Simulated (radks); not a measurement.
Spherical jellium clusters: N electrons in a uniform positive sphere of charge N and radius rs N^(1/3), rs = 2.68 bohr. Method: non-relativistic Kohn-Sham, LDA (Slater exchange, Perdew-Wang correlation), spin-polarised, spherical densities; computed with a radial shooting solver with Libxc functionals. Levels are named by radial order and angular momentum (1s, 1p, 1d, 2s, ...), and open shells are averaged over m.

N = 24, configuration 1s2 1p6 1d10 2s2 1f(up 4, down 0). This is the lowest configuration that the search found. Occupied and some empty levels:

| level | occupation | eigenvalue (eV) | <r> (bohr) |
|---|---|---|---|
| 1s up | 1 | -8.7125 | 4.706 |
| 1s down | 1 | -8.5010 | 4.564 |
| 1p up | 3 | -7.1223 | 5.657 |
| 1p down | 3 | -6.8118 | 5.582 |
| 1d up | 5 | -5.1767 | 6.376 |
| 1d down | 5 | -4.8146 | 6.354 |
| 2s up | 1 | -4.3960 | 5.534 |
| 2s down | 1 | -4.1842 | 5.609 |
| 1f up | 4 | -2.9816 | 7.080 |
| 1f down | 0 | -2.6067 | 7.118 |
| 2p up | 0 | -2.1711 | 7.178 |
| 2p down | 0 | -1.9717 | 7.290 |
| 1g up | 0 | -0.68061 | 8.043 |
| 2d up | 0 | -0.46865 | 10.19 |
| 1g down | 0 | -0.34115 | 8.255 |
| 2d down | 0 | -0.32831 | 10.73 |

Energy (eV): total -31.7620, kinetic 86.117, external -2368.3, Hartree 1155.4, exchange-correlation -121.54, background 1216.5.
